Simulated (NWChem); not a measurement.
System: Ga cation, singlet

Parts of the log:

```
             Northwest Computational Chemistry Package (NWChem) 7.3.0
             --------------------------------------------------------

                             Geometry "geometry" -> ""
                             -------------------------

 Output coordinates in angstroms (scale by  1.889725989 to convert to a.u.)

  No.       Tag          Charge          X              Y              Z
 ---- ---------------- ---------- -------------- -------------- --------------
    1 Ga                  31.0000     0.00000000     0.00000000     0.00000000

 Effective nuclear repulsion energy (a.u.)       0.0000000000

                              NWChem Property Module
                              ----------------------

                                 NWChem DFT Module
                                 -----------------

 Summary of "ao basis" -> "ao basis" (spherical)
 ------------------------------------------------------------------------------
       Tag                 Description            Shells   Functions and Types
 ---------------- ------------------------------  ------  ---------------------
 Ga                         def2-svp                12       32   5s4p3d

            General Information
            -------------------
          SCF calculation type: DFT
          Wavefunction type:  closed shell.
          No. of atoms     :     1
          No. of electrons :    30
           Alpha electrons :    15
            Beta electrons :    15
          Charge           :     1
          Spin multiplicity:     1
          Use of symmetry is: off; symmetry adaption is: off
          Maximum number of iterations: 150
          AO basis - number of functions:    32
                     number of shells:    12
          Convergence on energy requested:  1.00D-06
          Convergence on density requested:  1.00D-05
          Convergence on gradient requested:  5.00D-04

              XC Information
              --------------
                         PBE0 Method XC Functional
                     Hartree-Fock (Exact) Exchange  0.250
          PerdewBurkeErnzerhof Exchange Functional  0.750
            Perdew 1991 LDA Correlation Functional  1.000 local
           PerdewBurkeErnz. Correlation Functional  1.000 non-local

             Grid Information
             ----------------
          Grid used for XC integration:  medium
          Radial quadrature: Mura-Knowles
          Angular quadrature: Lebedev.
          Tag              B.-S. Rad. Rad. Pts. Rad. Cut. Ang. Pts.
          ---              ---------- --------- --------- ---------
          Ga                  1.30      112           6.0       590
          Grid pruning is: on
          Number of quadrature shells:   112
          Spatial weights used:  Erf1

      Superposition of Atomic Density Guess
      -------------------------------------

 Sum of atomic energies:       -1922.97586106

 Renormalizing density from      31.00 to     30

      Non-variational initial energy
      ------------------------------

 Total energy =   -1884.610994
 1-e energy   =   -2597.885213
 2-e energy   =     713.274220
 HOMO         =      -0.898374
 LUMO         =      -0.366984

   convergence    iter        energy       DeltaE   RMS-Dens  Diis-err
 ---------------- ----- ----------------- --------- --------- ---------
 d= 0,ls=0.0,diis     1  -1923.5408384009 -1.92D+03  6.68D-02  9.99D+00
 d= 0,ls=0.0,diis     2  -1922.9411666185  6.00D-01  3.99D-02  2.60D+01
 d= 0,ls=0.0,diis     3  -1924.0838484264 -1.14D+00  1.94D-03  3.67D-03
 d= 0,ls=0.0,diis     4  -1924.0840455310 -1.97D-04  7.19D-05  8.39D-05
 d= 0,ls=0.0,diis     5  -1924.0840500368 -4.51D-06  4.82D-06  4.49D-08
 d= 0,ls=0.0,diis     6  -1924.0840500390 -2.20D-09  4.61D-07  1.01D-09

         Total DFT energy =    -1924.084050038954
      One electron energy =    -2673.840572133723
           Coulomb energy =      824.297077273467
    Exchange-Corr. energy =      -74.540555178698
 Nuclear repulsion energy =        0.000000000000

 Numeric. integr. density =       30.000000003254

                       DFT Final Molecular Orbital Analysis
                       ------------------------------------

 Vector   13  Occ=2.000000D+00  E=-1.164945D+00
              MO Center= -1.9D-14, -8.0D-14, -5.8D-14, r^2= 2.3D-01
   Bfn.  Coefficient  Atom+Function         Bfn.  Coefficient  Atom+Function
  ----- ------------  ---------------      ----- ------------  ---------------
    21      0.483165  1 Ga d  1              18     -0.434464  1 Ga d -2
    20     -0.348109  1 Ga d  0              22     -0.340153  1 Ga d  2
    19      0.221229  1 Ga d -1              26      0.164486  1 Ga d  1
    23     -0.147906  1 Ga d -2              25     -0.118508  1 Ga d  0
    27     -0.115799  1 Ga d  2              24      0.075314  1 Ga d -1

 Vector   14  Occ=2.000000D+00  E=-1.164945D+00
              MO Center=  1.4D-15,  1.9D-15, -9.8D-16, r^2= 2.3D-01
   Bfn.  Coefficient  Atom+Function         Bfn.  Coefficient  Atom+Function
  ----- ------------  ---------------      ----- ------------  ---------------
    22      0.522565  1 Ga d  2              19      0.447867  1 Ga d -1
    18     -0.356146  1 Ga d -2              21     -0.280183  1 Ga d  1
    27      0.177899  1 Ga d  2              20     -0.170386  1 Ga d  0
    24      0.152469  1 Ga d -1              23     -0.121244  1 Ga d -2
    26     -0.095384  1 Ga d  1              25     -0.058005  1 Ga d  0

 Vector   15  Occ=2.000000D+00  E=-6.229534D-01
              MO Center=  1.0D-13,  1.6D-13,  2.7D-14, r^2= 1.7D+00
   Bfn.  Coefficient  Atom+Function         Bfn.  Coefficient  Atom+Function
  ----- ------------  ---------------      ----- ------------  ---------------
     4      1.006080  1 Ga s                  3     -0.509390  1 Ga s
     5      0.115854  1 Ga s                  2      0.107454  1 Ga s
     1     -0.038446  1 Ga s

 Vector   16  Occ=0.000000D+00  E=-3.029210D-01
              MO Center=  1.4D-14,  1.5D-13,  8.8D-14, r^2= 3.0D+00
   Bfn.  Coefficient  Atom+Function         Bfn.  Coefficient  Atom+Function
  ----- ------------  ---------------      ----- ------------  ---------------
    12      0.521707  1 Ga px                15      0.502214  1 Ga px
     9     -0.234767  1 Ga px                14     -0.218781  1 Ga pz
    17     -0.210606  1 Ga pz                13      0.145322  1 Ga py
    16      0.139892  1 Ga py                11      0.098451  1 Ga pz
     6      0.075454  1 Ga px                10     -0.065394  1 Ga py

 Vector   17  Occ=0.000000D+00  E=-3.029210D-01
              MO Center=  4.5D-14,  1.1D-13, -1.3D-14, r^2= 3.0D+00
   Bfn.  Coefficient  Atom+Function         Bfn.  Coefficient  Atom+Function
  ----- ------------  ---------------      ----- ------------  ---------------
    14      0.514116  1 Ga pz                17      0.494906  1 Ga pz
    12      0.249341  1 Ga px                15      0.240025  1 Ga px
    11     -0.231351  1 Ga pz                13     -0.121142  1 Ga py
    16     -0.116616  1 Ga py                 9     -0.112203  1 Ga px
     8      0.074356  1 Ga pz                10      0.054514  1 Ga py

 Vector   18  Occ=0.000000D+00  E=-3.029210D-01
              MO Center=  9.0D-14, -2.0D-14, -1.4D-14, r^2= 3.0D+00
   Bfn.  Coefficient  Atom+Function         Bfn.  Coefficient  Atom+Function
  ----- ------------  ---------------      ----- ------------  ---------------
    13      0.552601  1 Ga py                16      0.531953  1 Ga py
    10     -0.248669  1 Ga py                14      0.170240  1 Ga pz
    17      0.163879  1 Ga pz                12     -0.082536  1 Ga px
     7      0.079922  1 Ga py                15     -0.079452  1 Ga px
    11     -0.076607  1 Ga pz                 9      0.037141  1 Ga px

 *** CALLING NEW AORESP DRIVER FOR CLOSED AND OPEN SHELLS ***
 Entering AOResponse driver routine

--------------------------------------------------------------------------------

          -----------------------------------------------
          Solving response equations for perturbing field
          -----------------------------------------------

 number of frequencies:     1
 frequency in a.u.:  0.0000000E+00
 Perturbing field: electric
 Using El. Dipole Length Gauge

 Setting up CPKS with frequency omega =      0.00000000 a.u.

 STATIC response

                                NWChem CPHF Module
                                ------------------

  scftype          =     RHF
  nclosed          =       15
  nopen            =        0
  variables        =      255
  # of vectors     =        3
  tolerance        = 0.10D-03
  level shift      = 0.00D+00
  max iterations   =       50
  max subspace     =       30

 SCF residual:    7.8666500608520022E-008

Iterative solution of linear equations
  No. of variables      255
  No. of equations        3
  Maximum subspace       30
        Iterations       50
       Convergence  1.0D-04

   iter   nsub   residual    time
   ----  ------  --------  ---------
     1      3    1.76D+00       2.8
     2      6    1.81D-01       3.4
     3      9    1.15D-03       3.9
     4     12    8.92D-05       4.3

 Electric Dipole Response Matrix (nonzero elements):

              1        2        3
    1   18.8551  -0.0000  -0.0000
    2   -0.0000  18.8551  -0.0000
    3   -0.0000  -0.0000  18.8551

 ------------------------------------------
 average:        18.85506 + I       0.00000

 DFT Linear Response polarizability / au
 Frequency  =       0.0000000 / au
              X              Y              Z
 -----------------------------------------------
 X      18.8550578     -0.0000000     -0.0000000
 Y      -0.0000000     18.8550578     -0.0000000
 Z      -0.0000000     -0.0000000     18.8550578
 -----------------------------------------------
 Eigenvalues =      18.8550578     18.8550578     18.8550578
 Isotropic   =      18.8550578
 Anisotropic =       0.0000000
 -----------------------------------------------

 Magnetic Dipole Response Matrix (nonzero elements):

 Exiting AOResponse driver routine
```

Level: PBE0/def2-SVP. Low-valent species are run as closed-shell singlets; no triplet was tried in these runs.

Task: Which NWChem input produces such a log?

Result: This is not unique; one that fits is the input that was run:
```
start job
memory heap 200 mb stack 900 mb global 1100 mb
charge 1
geometry units angstroms noautosym nocenter noautoz
  Ga     0.000000     0.000000     0.000000
end
basis spherical
  Ga library def2-svp
end
dft
  xc pbe0
  iterations 150
end
property
  response 1 0.0
end
task dft property
```
